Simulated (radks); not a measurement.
Results of a calculation; reference values are marked as such.
Problem. The mean radii <r> (bohr) of the occupied orbitals of an atom or ion are listed with their occupations. Code: a radial shooting solver on a logarithmic mesh with Libxc functionals. Model: Dirac Kohn-Sham, LB94 model potential, spin-unpolarised, spherical densities, finite nucleus; Fermi nuclear charge, rms radius of each element as measured or else 0.836 A^(1/3) + 0.57 fm.

orbital  occ.      <r>
1s1/2       2  0.01864
2s1/2       2  0.07819
2p1/2       2  0.06470
2p3/2       4  0.07254
3s1/2       2   0.2025
3p1/2       2   0.1922
3p3/2       4   0.2062
3d3/2       4   0.1803
3d5/2       6   0.1845
4s1/2       2   0.4192
4p1/2       2   0.4170
4p3/2       4   0.4394
4d3/2       3   0.4302

Name the element and its charge. Open shells, if any, fill j = l - 1/2 first.

Solution. Z = 73, tantalum, charge +34: Ta34+ in [Kr] 4d3. The 1s radius gives Z: for a bare nucleus <r> = (2 gamma + 1)/(2Z) with gamma = sqrt(1 - (Z/c)^2), 0.01844 bohr for Z = 73, and screening makes it slightly larger (0.01864 here). The occupations add up to 39, and the charge is Z minus that.
